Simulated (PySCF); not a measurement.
Compound: C5H13OSi (doublet state).
Z-matrix (Å and degrees, GFN2-xTB geometry), rows numbered from 1:
```
C 
C   1  1.4754
C   2  1.4793  1  121.81
C   3  1.5330  2  112.60  1   146.78
C   4  1.5225  3  111.61  2   -62.44
O   3  1.4274  2  107.63  1   -93.58
Si  6  1.6123  3  130.35  2   140.53
H   1  1.0978  2  110.99  3    87.86
H   1  1.0902  2  110.95  3  -153.50
H   1  1.0891  2  111.03  3   -31.54
H   2  1.0777  1  118.64  3  -162.07
H   3  1.0985  2  109.90  1    24.68
H   4  1.0914  3  108.27  2    59.04
H   4  1.0918  3  108.32  2   175.87
H   5  1.0870  4  110.40  3   179.98
H   5  1.0878  4  110.21  3    59.76
H   5  1.0878  4  110.60  3   -59.91
H   7  1.4686  6  111.06  3   -54.07
H   7  1.4678  6  112.41  3    66.12
H   7  1.4533  6   99.85  3  -173.70
```

The hyperfine couplings belong to this conformer and change with its torsions.

Identity: `C[CH][C@@H](CC)O[SiH3]` [radical].

Computed, not measured: PySCF, UKS B3LYP, pcH-1 on C H O Si, non-relativistic, mean-field spin-orbit, GIAO. One conformer (not necessarily the lowest) at the GFN2-xTB geometry, without solvent, vibrations or thermal averaging. Couplings are sensitive to structure, and on GFN2-xTB geometries they can be far from those on DFT ones. The SCF solution wasn't tested for stability.

Computed for the main isotopes (class means, splittings of 0.05 mT or more): g = 2.0025; H8/H9/H10 1H +79.4 MHz (2.83 mT); H11 1H -57.7 MHz (2.06 mT); H14 1H +3.2 MHz (0.11 mT); H12 1H +2.7 MHz (0.10 mT); H15/H16/H17 1H +1.5 MHz (0.05 mT); 128 first-order lines, 10.92 mT wide. Two of these splittings differ by less than 0.03 mT, so with lines wider than that fewer lines would be seen.

Question: What changes when 1H at H15/H16/H17 is replaced by 2H at all these sites?

Answer: The spin density stays the same (vibrational effects aside), so a scales with the nuclear g factor: 0.85744/5.58569 = 0.1535, so a goes from +1.5 to +0.2 MHz (0.008 mT). The spin goes from 1/2 to 1, so the 1:3:3:1 quartet becomes a 1:3:6:7:6:3:1 septet. The spectrum then has 224 first-order lines over 10.81 mT, counting the new splitting although it is under 0.05 mT.

Question: Where do the 13C satellites of C2 appear, and how strong are they?

Answer: a = +104.0 MHz, or 3.71 mT in magnitude, and I = 1/2, so to first order each main line has two satellites, at ±1.86 mT. The isotope's abundance is about 1.07 %, shared among 2 lines, so each has 0.54 % of the main line's intensity.

Question: Where do the 17O satellites of O6 appear, and how strong are they?

Answer: a = -80.3 MHz, or 2.87 mT in magnitude, and I = 5/2, so to first order each main line has six satellites, at ±1.43, ±4.30, ±7.17 mT. The isotope's abundance is about 0.038 %, shared among 6 lines, so each has 0.0063 % of the main line's intensity. At 340 mT second-order shifts move them to lower field by up to 0.10 mT.

Means are taken over nuclei equivalent by connectivity, which assumes that they swap fast. The three 1H nuclei of mean +79.4 MHz run from 22.6 to 160.1 MHz in the frozen geometry.
